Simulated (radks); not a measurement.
Results of a calculation; reference values are marked as such.
These are the eigenvalues of the occupied orbitals of an atom or ion with whole-number occupations (eV). Level of theory: non-relativistic Kohn-Sham, PBE, spin-polarised, spherical densities, point nucleus (a radial shooting solver on a logarithmic mesh with Libxc functionals).

orbital  eigenvalue
1s up     -71523.89
1s down   -71502.92
2s up     -17146.93
2s down   -17110.56
2p up     -16953.60

Which element is it, and in what charge state? The configuration may be excited. Open shells, if any, are filled with parallel spins first.

Answer. Z = 74, tungsten, charge +69: W69+ in [He] 2s2 2p1. The list shows which subshells hold electrons but not how many an open one holds; the 1s level, -2628.5 hartree, gives Z - s = 72.5 by -(Z - s)^2/2, which with screening narrows Z to a few neighbours, and the depths of the outer levels then fix element, charge and occupations together.
